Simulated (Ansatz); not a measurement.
Cost and result for the atomization energy of C₂H₈OSn, SMILES `OC[CH2][SnH3]` (12 atoms, 11 bonds).

```tsv
atom	x (Å)	y (Å)	z (Å)
O1	-2.149	1.073	0.400
C2	-0.860	0.539	0.646
C3	-0.317	-0.001	-0.652
Sn4	1.645	-0.854	-0.448
H5	-2.500	1.419	1.225
H6	-0.913	-0.262	1.398
H7	-0.191	1.317	1.042
H8	-0.263	0.796	-1.397
H9	-0.982	-0.774	-1.044
H10	1.606	-2.151	0.666
H11	2.183	-1.430	-1.962
H12	2.740	0.328	0.126
```

Charge 0, multiplicity 1. Correlated methods include outer-core shells of Sn, which these sets cover unevenly. Sn takes the def2 core potential. All single points use the PBE0-D4/def2-TZVP geometry. It is one conformer, not always the lowest. Program: Ansatz. All runs use 4 threads of an Arm Neoverse V2 on a shared host. Times are those of one run each, without the atoms' runs, and a repeat can differ threefold. Electronic energies, without spin–orbit coupling; frozen cores. CCSD(T)/CBS adds CCSD(T) − MP2 in def2-TZVPP to the MP2 limit, and its time is that of the two runs behind it. T1 = 0.012. With those shells the extrapolation isn't a true limit. B3LYP takes the VWN-RPA correlation (the form of Gaussian; ORCA's B3LYP/G).

CCSD(T)/CBS is a level of theory with its own doubt, some kJ/mol a heavy atom from the limit and from the frozen cores, so smaller differences don't rank the functionals.

| level | functions | wall time |
| --- | --- | --- |
| PBE-D4/def2-TZVPP (with forces) | 255 | 2.1 s |
| PBE0-D4/def2-TZVPP | 255 | 2.3 s |
| r2SCAN-D4/def2-TZVPP (with forces) | 255 | 3.6 s |
| B3LYP-D4/def2-TZVPP (with forces) | 255 | 3.6 s |
| B2PLYP/def2-TZVPP | 255 | 4.3 s |
| ωB97X-V/def2-TZVPP | 255 | 6.5 s |
| ωB97M-V/def2-TZVPP (with forces) | 255 | 8.5 s |
| MP2/def2-QZVPP | 493 | 17 s |
| CCSD(T)/def2-TZVPP | 255 | 2.9 min |
| CCSD(T)/CBS(def2) | – | 3.2 min |

(1) What atomization energy does each give, and how far from CCSD(T)/CBS? (An estimate is asked.)

Answers

(1) The calculation gave: 
```tsv
level	atomization (kJ/mol)	difference from CCSD(T)/CBS	per bond
PBE-D4/def2-TZVPP (with forces)	4022.1	20.8	1.9
PBE0-D4/def2-TZVPP	3967.2	-34.1	-3.1
r2SCAN-D4/def2-TZVPP (with forces)	3975.6	-25.7	-2.3
B3LYP-D4/def2-TZVPP (with forces)	3969.4	-31.9	-2.9
B2PLYP/def2-TZVPP	3926.4	-74.9	-6.8
ωB97X-V/def2-TZVPP	3997.8	-3.5	-0.3
ωB97M-V/def2-TZVPP (with forces)	3985.7	-15.6	-1.4
MP2/def2-QZVPP	3966.4	-34.9	-3.2
CCSD(T)/def2-TZVPP	3906.4	-94.9	-8.6
CCSD(T)/CBS(def2)	4001.3	0.0	0.0
```

In def2-TZVPP, CCSD(T) changes the Hartree–Fock value by +1036.9 kJ/mol (the triples alone add +52.1 kJ/mol) and MP2 by +1040.7 kJ/mol; breaking electron pairs costs correlation energy, which Hartree–Fock lacks. From PBE to PBE0 (25 % exact exchange), in def2-TZVPP and without D4, the atomization energy moves by −51.7 kJ/mol: exact exchange takes away binding that semilocal exchange gives to molecules. The D4 term adds +33.9 kJ/mol with B3LYP and +17.8 kJ/mol with PBE0; it sums over pairs of atoms, weighted by their polarisabilities, and B3LYP, whose exchange is more repulsive, gets the larger term.

Spin–orbit coupling would lower the free Sn atoms strongly, and the atomization energy with them, by more than many differences here. For some Ge, Se and Sn compounds the MP2-based and the directly extrapolated limit differ by 10 to 25 kJ/mol.
